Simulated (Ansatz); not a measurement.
A trace of molecular dynamics of CH$_{8}$OSi$_{2}$ (12 atoms, charge 0, multiplicity 1).

These are results of RKS CAM-B3LYP-D4/STO-3G (Ansatz), not measurements.

* ensemble: NVT, Langevin thermostat
* set temperature: 700 K
* friction: 0.05 /fs
* seed: 868331

```csv
time (fs),T (K),potential energy less start (eV)
0,642,0.000
6,417,1.268
12,574,1.111
18,787,0.858
24,7229,8.911
30,14826,19.946
36,8450,22.087
42,6982,21.411
48,4382,27.883
54,2774,28.798
60,1894,28.790
66,1233,28.693
72,504,28.926
78,604,28.842
84,596,28.754
90,766,28.627
96,701,28.888
102,504,29.077
108,896,28.853
114,986,29.255
120,717,29.105
```

Q: Is this trajectory sound?

A: The temperature shot up to 15000 K, far beyond the bath's, so the integration failed: the time step of 3 fs is too long for the fastest motions that this run met, and the later frames carry no physical meaning.

Run time: 110 s on 1 thread of Arm Neoverse V2, on a shared host, peak memory 0.11 GiB.
